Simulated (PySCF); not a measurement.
C₂H₉ClSi₃, SMILES C[Si@H]1[Si@@H](Cl)[SiH2]C1. Geometry optimised at r2SCAN-D4/def2-SVP. The structure was generated by enumeration; whether it is a known compound was not checked.

Computed equilibrium geometry at r2SCAN-D4/def2-SVP (PySCF confirms it by a frequency run) as a Z-matrix:
```
Si
H 1 1.4979
C 1 1.8816 2 110.88
H 3 1.1015 1 110.62 2 -59.90
H 3 1.1017 4 107.61 1 121.23
H 3 1.1024 4 108.22 5 116.73
C 1 1.9130 2 114.56 3 127.20
H 7 1.1034 1 116.00 2 -85.71
H 7 1.1056 8 107.57 1 -122.53
Si 7 1.9119 8 115.99 9 -121.79
H 10 1.4964 7 110.78 8 -39.28
H 10 1.4964 11 108.79 7 -128.14
Si 1 2.3618 2 121.70 3 -129.33
H 13 1.4953 1 118.03 2 -27.02
Cl 13 2.0902 14 108.15 10 136.08
```
